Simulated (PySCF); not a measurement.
**Ionising SrCl**

UHF-CCSD(T); Sr def2-SVP with ECP28, Cl def2-SVP; scalar-relativistic core potentials (PySCF 2.14). Neutral (UHF): doublet (σ ↑), Re = 2.622 Å, ωe = 314 cm⁻¹, De = 3.75 eV.

SrCl⁺ (RHF): singlet (closed shell), Re = 2.529 Å, ωe = 366 cm⁻¹, De = 3.77 eV to Sr⁺ + Cl. The energies at the minima are -490.01236 hartree for SrCl and -489.80939 for SrCl⁺.

(1) Work out the adiabatic ionisation energy, without and with harmonic zero-point energies (1 hartree = 27.2114 eV, 1 eV = 8065.5 cm⁻¹), and the change of the bond length.

Correlated steps freeze 5 core orbitals. Correlated levels converge slowly with the basis: in double zeta they bind strong bonds too weakly, by up to about 1 eV, and carry superposition errors of some tenths. For an ion De counts to the pair picked by the measured ionisation energies or electron affinities, which need not be the lowest pair at this level. Where the molecule has an RHF reference, its open-shell atoms are computed with UHF. States were picked by a PBE0 search and need not be the measured ground states.

Neutral and ion stand on different kinds of reference determinant, which adds to the error of the difference.

Answers

(1) At CCSD(T): 0.20297 hartree = 5.523 eV between the minima; the zero-point term (366.0 − 314.0)/2 cm⁻¹ = +0.003 eV makes it 5.526 eV. Re changes by -9.3 pm against the neutral. The electron leaves a σ orbital, and the shorter bond of the ion fits an antibonding orbital, or a change in how ionic the bond is.
